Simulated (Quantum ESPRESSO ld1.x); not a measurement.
Values are calculated unless marked as measured or tabulated.
Task: The mean radii <r> (bohr) of the occupied orbitals of an atom or ion are listed with their occupations. Code: ld1.x of Quantum ESPRESSO 7.5. Model: Dirac Kohn-Sham, relativistic LDA (MacDonald-Vosko exchange, VWN5 correlation), spin-unpolarised, spherical densities, point nucleus.

orbital     occ.      <r>
1s1/2          2  0.04283
2s1/2          2   0.1841
2p1/2    1.66667   0.1571
2p3/2    3.33333   0.1607

Name the element and its charge. Open shells, if any, are shared by 2j + 1.

Result: Z = 35, bromine, charge +26: Br26+ in [He] 2s2 2p5. The 1s radius gives Z: for a bare nucleus <r> = (2 gamma + 1)/(2Z) with gamma = sqrt(1 - (Z/c)^2), 0.04191 bohr for Z = 35, and screening makes it slightly larger (0.04283 here). The occupations add up to 9, and the charge is Z minus that.
